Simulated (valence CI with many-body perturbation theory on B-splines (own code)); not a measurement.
Values are calculated unless marked as measured or tabulated.
Ti+: what each term of the Hamiltonian does

Method: configuration interaction combined with many-body perturbation theory (CI+MBPT): three valence electrons over a frozen Dirac-Fock core [Ar], radial functions for each j: 9 s, 9 p, 10 d, 8 f, 5 g, 3 h, 1 i, with the one-electron correlation potential Σ1, the two-electron term Σ2, the three-electron term Σ3, Breit, model QED; selected CI, second order for the rest (own B-spline code, finite nucleus).

Set against measurement, 52 paired levels are off by 273 cm⁻¹ on average, the worst by 1006. These come from a selection out of the NIST Handbook of Basic Atomic Spectroscopic Data. Levels without a partner in it may be off by more, other configurations by 1,000 to 4,000 cm⁻¹.

Each rung adds one term. CI alone is the Dirac-Coulomb CI over the frozen core; QED comes last and gives the full result, which names the levels. Energies are above 3d2 4s 4F_3/2 on the same rung, in cm⁻¹. A blank means that the level has no clear partner on that rung.

| Level | CI alone |
| --- | --- |
| 3d2 4s 4F_5/2 | 74.4 |
| 3d2 4s 4F_7/2 | 179 |
| 3d2 4s 4F_9/2 | 314 |
| 3d3 4F_3/2 | 13915 |
| 3d3 4F_5/2 | 13972 |
| 3d3 4F_7/2 | 14066 |
| 3d3 4F_9/2 | 14170 |
| 3d2 4s 2F_5/2 | 4160 |
| 3d2 4s 2F_7/2 | 4380 |
| 3d3 4P_5/2 | 21835 |
| 3d2 4s 4P_1/2 | 9899 |

**Question.** What do these energies become with core correlation, Breit and QED?

**Answer.** 3d2 4s 4F_5/2 93.8 (+19); 3d2 4s 4F_7/2 225 (+45); 3d2 4s 4F_9/2 392 (+78); 3d3 4F_3/2 935 (-12979); 3d3 4F_5/2 1011 (-12961); 3d3 4F_7/2 1114 (-12953); 3d3 4F_9/2 1241 (-12928); 3d2 4s 2F_5/2 4642 (+482); 3d2 4s 2F_7/2 4910 (+530); 3d3 4P_5/2 9663 (-12172); 3d2 4s 4P_1/2 10156 (+257).

**Question.** How does the ionisation energy move along the ladder, and which term matters most?

**Answer.** CI alone 13.243, + Σ1 13.558, + Σ2 13.526, + Σ3 13.497, + Breit 13.495, + QED 13.493 eV. The largest step is Σ1, 0.315 eV. NIST lists 13.5755 ± 0.0025 eV (measured), further off than its uncertainty and the later steps.
